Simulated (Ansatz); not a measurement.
A nudged elastic band was laid between two geometries of CH₅BO₂ (9 atoms, charge 0, multiplicity 1).

Theory: RKS BHLYP-D4/def2-SVP (Ansatz 0.2.0).

- movable images: 7
- climbing image: yes
- spring: 5.0 eV/Å²
- optimiser: quadratic models (default)
- start path: through a guess of the saddle point
- force threshold: 0.05 eV/Å
- iteration limit: 60
- end points: relaxed

First end point:

```xyz
9
Properties=species:S:1:pos:R:3
C 0.493 0.508 -0.856
B -0.090 -0.205 0.419
O -1.395 -0.564 0.554
O 0.745 -0.506 1.440
H 0.985 -0.238 -1.491
H -0.263 1.011 -1.466
H 1.258 1.238 -0.578
H -1.942 -0.328 -0.188
H 0.297 -0.960 2.151
```

Last end point:

```xyz
9
Properties=species:S:1:pos:R:3
C 0.621 0.558 -0.926
B -0.134 -0.169 0.239
O -1.343 -0.733 -0.025
O 0.430 -0.194 1.476
H 0.508 0.021 -1.871
H 0.183 1.552 -1.072
H 1.683 0.692 -0.709
H -1.786 -1.146 0.712
H -0.075 -0.627 2.159
```

Task: What changes between the two ends?

Result: No bond is made or broken.

Task: Give the energies along the band, and the barrier.

Result: The forces met the threshold. The highest image is number 6 of 0 to 8, 39.2 kJ/mol above the first end and 26.8 kJ/mol above the last; the last end lies 12.4 kJ/mol above the first. A vibrational analysis at the climbing image gives one clearly imaginary mode, 544i cm⁻¹: a first-order saddle point.

| image | path coordinate (Å) | energy (kJ/mol) |
| --- | --- | --- |
| 0 | 0.00 | 0.0 |
| 1 | 0.25 | 0.0 |
| 2 | 0.50 | 0.0 |
| 3 | 0.74 | 5.0 |
| 4 | 0.99 | 18.5 |
| 5 | 1.24 | 33.1 |
| 6 | 1.49 | 39.2 |
| 7 | 2.28 | 12.5 |
| 8 | 3.08 | 12.4 |

Task: What is the geometry of the highest image?

Result: 
```xyz
9
Properties=species:S:1:pos:R:3
C 0.597 0.551 -0.875
B -0.077 -0.239 0.299
O -1.276 -0.897 0.124
O 0.563 -0.327 1.487
H 0.801 -0.142 -1.700
H -0.084 1.308 -1.279
H 1.533 1.033 -0.586
H -2.068 -0.450 0.403
H 0.099 -0.885 2.109
```

Task: What are the harmonic wavenumbers there?

Result: 544i, 88, 351, 458, 478, 644, 783, 806, 908, 988, 1052, 1305, 1430, 1433, 1496, 1502, 3115, 3185, 3230, 4003, 4066 cm⁻¹.

Run time: 5.4 min on 1 thread of Arm Neoverse V2 (shared host), peak memory 0.15 GiB.
